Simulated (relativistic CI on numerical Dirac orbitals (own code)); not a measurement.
## Level scheme of Ga4+

Calculated at this level of theory: Dirac-Coulomb-Breit CI, orbitals from a KLI potential per configuration, model QED (radiative potential, 1s self-energy scaled to tabulated hydrogen-like ionisation energies), valence Slater integrals scaled by 0.85, P86 correlation energy added to each configuration (own radial code, finite nucleus).

Configuration list (outside the closed core [Ne]): 3s²3p⁶3d⁹, 3s²3p⁶3d⁸4s, 3s²3p⁶3d⁸4p, 3s²3p⁵3d¹⁰, 3s²3p⁶3d⁸4d, 3s²3p⁶3d⁸5s, 3s²3p⁶3d⁸5p, 3s²3p⁶3d⁷4s², 3s²3p⁶3d⁸4f, 3s²3p⁶3d⁸5d, 3s²3p⁶3d⁷4s4p, 3s²3p⁶3d⁸5f, 3s²3p⁶3d⁸5g, 3s²3p⁶3d⁷4p², 3s3p⁶3d¹⁰, 3s²3p⁶3d⁷4s4d. Levels of other configurations are missing.

The lowest level is 3s²3p⁶3d⁹ ²D5/2, with 100 % of that term; Hund's rules for 3s²3p⁶3d⁹ give ²D with J = 5/2, in agreement.

```
No.  Configuration  Term     J  E (cm⁻¹)    %  Landé g        jj configuration (%)
  1      3s²3p⁶3d⁹    ²D   5/2         0  100    1.200               3d5/2^5 (100)
  2      3s²3p⁶3d⁹    ²D   3/2      3501  100    0.799       3d3/2^3 3d5/2^6 (100)
  3    3s²3p⁶3d⁸4s    ⁴F   9/2    209328  100    1.333             3d5/2^4 4s (83)
  4    3s²3p⁶3d⁸4s    ⁴F   7/2    211330   94    1.232     3d3/2^3 3d5/2^5 4s (60)
  5    3s²3p⁶3d⁸4s    ⁴F   5/2    213184   98    1.025     3d3/2^3 3d5/2^5 4s (78)
  6    3s²3p⁶3d⁸4s    ⁴F   3/2    214412   98    0.404     3d3/2^2 3d5/2^6 4s (56)
  7    3s²3p⁶3d⁸4s    ²F   7/2    217068   94    1.147     3d3/2^3 3d5/2^5 4s (56)
  8    3s²3p⁶3d⁸4s    ²F   5/2    220199   96    0.867     3d3/2^3 3d5/2^5 4s (53)
  9    3s²3p⁶3d⁸4s    ⁴P   5/2    231298   51    1.400             3d5/2^4 4s (84)
 10    3s²3p⁶3d⁸4s    ²D   3/2    232464   76    0.979             3d5/2^4 4s (70)
 11    3s²3p⁶3d⁸4s    ⁴P   3/2    235158   83    1.578     3d3/2^3 3d5/2^5 4s (89)
 12    3s²3p⁶3d⁸4s    ⁴P   1/2    235327   99    2.665     3d3/2^3 3d5/2^5 4s (36)
 13    3s²3p⁶3d⁸4s    ²D   5/2    235557   50    1.392     3d3/2^3 3d5/2^5 4s (63)
 14    3s²3p⁶3d⁸4s    ²P   3/2    240929   93    1.302     3d3/2^3 3d5/2^5 4s (72)
 15    3s²3p⁶3d⁸4s    ²P   1/2    241909   99    0.671     3d3/2^3 3d5/2^5 4s (63)
 16    3s²3p⁶3d⁸4s    ²G   9/2    243502  100    1.111     3d3/2^3 3d5/2^5 4s (83)
 17    3s²3p⁶3d⁸4s    ²G   7/2    243542  100    0.888     3d3/2^3 3d5/2^5 4s (84)
 18    3s²3p⁶3d⁸4s    ²S   1/2    287571   99    2.001             3d5/2^4 4s (52)
 19    3s²3p⁶3d⁸4p   ⁴D°   7/2    296077   93    1.413          3d5/2^4 4p1/2 (62)
 20    3s²3p⁶3d⁸4p   ⁴D°   5/2    299157   93    1.345  3d3/2^3 3d5/2^5 4p1/2 (43)
 21    3s²3p⁶3d⁸4p   ⁴G°   9/2    299344   57    1.185          3d5/2^4 4p1/2 (77)
 22    3s²3p⁶3d⁸4p   ⁴G°  11/2    300673  100    1.272          3d5/2^4 4p3/2 (84)
 23    3s²3p⁶3d⁸4p   ⁴G°   7/2    301350   76    1.017  3d3/2^3 3d5/2^5 4p1/2 (79)
 24    3s²3p⁶3d⁸4p   ⁴D°   3/2    301478   95    1.168  3d3/2^3 3d5/2^5 4p3/2 (56)
 25    3s²3p⁶3d⁸4p   ⁴G°   5/2    302834   89    0.621  3d3/2^2 3d5/2^6 4p1/2 (43)
 26    3s²3p⁶3d⁸4p   ⁴D°   1/2    302882   99    0.004  3d3/2^2 3d5/2^6 4p3/2 (53)
 27    3s²3p⁶3d⁸4p   ⁴F°   9/2    303490   79    1.290          3d5/2^4 4p3/2 (79)
 28    3s²3p⁶3d⁸4p   ⁴F°   7/2    304928   62    1.194  3d3/2^3 3d5/2^5 4p3/2 (51)
 29    3s²3p⁶3d⁸4p   ²G°   9/2    305379   60    1.140  3d3/2^3 3d5/2^5 4p3/2 (88)
 30    3s²3p⁶3d⁸4p   ⁴F°   5/2    306118   74    1.019  3d3/2^3 3d5/2^5 4p3/2 (36)
```

Energies count from the lowest computed level; ° marks odd parity. Filled j subshells are mostly left out of the jj labels.

The mean weight of the leading LS term, summed over parents, in these 30 levels is 87 %, and that of the leading jj configuration (from the same eigenvectors) 68 %, so LS coupling describes them better.

At this charge configurations can still be misplaced by up to about 7 % of their energy. 55 of the 59 excited levels that our extract of the measured tables holds in this range could be paired (the sources list more); they are missed by 1486 cm⁻¹ on average and 4030 at most, and levels without a partner can miss by more.

LS names give the leading component of a level, which can be under half, so a name can repeat, a term be missing and a line seem to break the LS rules.
